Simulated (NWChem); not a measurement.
C$_{5}$H$_{3}$NS; SMILES c1(C#C)scnc1

Program: NWChem. Geometry: optimised at PBE0/def2-SVP. Level: PBE0/def2-SVP with SMD (1 M gas to 1 M solution), gas-phase geometry.

Q: Estimate the computed values for solvent toluene. Quantities: solvation free energy (kcal/mol); cavity-dispersion-structure term (kcal/mol); dipole in solution (D).

A: 
```json
{
  "solvation free energy (kcal/mol)": "-4.3",
  "cavity-dispersion-structure term (kcal/mol)": "-0.8",
  "dipole in solution (D)": "1.42"
}
```
